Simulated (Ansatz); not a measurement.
Geometry optimisation, Ansatz 0.2.0, RHF/6-31G*.

The input (input.yaml):

```yaml
crystal:
  periodic: [false, false, false]
  atoms:
    - { symbol: F, position_ang: [-1.13368, 1.77685, -1.67034] }
    - { symbol: Si, position_ang: [0.40984, 1.2603, -1.62275] }
    - { symbol: Si, position_ang: [0.82735, 0.61087, 0.46551] }
    - { symbol: Si, position_ang: [-0.51688, -1.13027, 1.17639] }
    - { symbol: H, position_ang: [0.80612, 1.97153, -2.84731] }
    - { symbol: H, position_ang: [2.20969, 0.04971, 0.32973] }
    - { symbol: H, position_ang: [-0.32349, -2.47202, 0.61143] }
    - { symbol: H, position_ang: [-1.91749, -0.77872, 0.92899] }
    - { symbol: H, position_ang: [-0.36145, -1.28825, 2.62834] }
basis:
  gaussian: { orbitals: "6-31G*" }
hamiltonian:
  xc: hf
relax:
  f_tol: 0.02
  max_steps: 40
```

Run as:

```bash
$ ansatz run input.yaml --threads 1 --pin off --max-ram 2048MiB --backend cpu --events-out ev --progress --plain --runs-dir out
```

Q: Where does it end, and by what steps?

A: The run converged. After 10 steps the energy has fallen by 0.490 eV; H5 moved furthest, 0.54 Å.

```tsv
step	energy less start (eV)	largest force component (eV/Å)	accepted
0	0.0000	2.414	yes
1	-0.3324	0.997	yes
2	-0.4097	1.002	yes
3	-0.4370	0.846	yes
4	-0.4206	0.879	no
5	-0.4767	0.480	yes
6	-0.4878	0.181	yes
7	-0.4800	0.234	no
8	-0.4888	0.034	yes
9	-0.4893	0.021	yes
10	-0.4895	0.010	yes
```

```xyz
9
Properties=species:S:1:pos:R:3
F -1.272 1.676 -1.980
Si 0.244 1.325 -1.637
Si 0.837 0.403 0.225
Si -0.563 -1.170 1.248
H 1.093 2.200 -2.455
H 2.270 0.052 0.151
H -0.353 -2.535 0.729
H -1.965 -0.772 1.021
H -0.290 -1.180 2.699
```

The run took 21 s on 1 CPU thread of a shared host.
